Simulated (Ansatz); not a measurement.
Consider the redistribution: `CN[SiH](N)S` + `C[SiH](N)Cl` → `N[SiH](S)Cl` + `CN[SiH](C)N`.

Isolated molecules relaxed with PBE0-D4/def2-TZVP in Ansatz; ΔE leaves out vibrations. CCSD(T)/CBS is the MP2 limit (def2-TZVPP, def2-QZVPP) plus CCSD(T) − MP2 in def2-TZVPP, frozen cores. DFT in def2-TZVPP. Each species was taken in one conformer, which may not be the lowest.

```csv
level,ΔE (kJ/mol)
ωB97M-V,13.2
MP2/def2-QZVPP,13.6
```

Problem. What does CCSD(T)/CBS give? (Best estimate.)

Solution. The calculation gave: +13.5 kJ/mol. The listed levels differ from it by -0.3, 0.1 kJ/mol.

Largest T1 diagnostic among the species: 0.010.
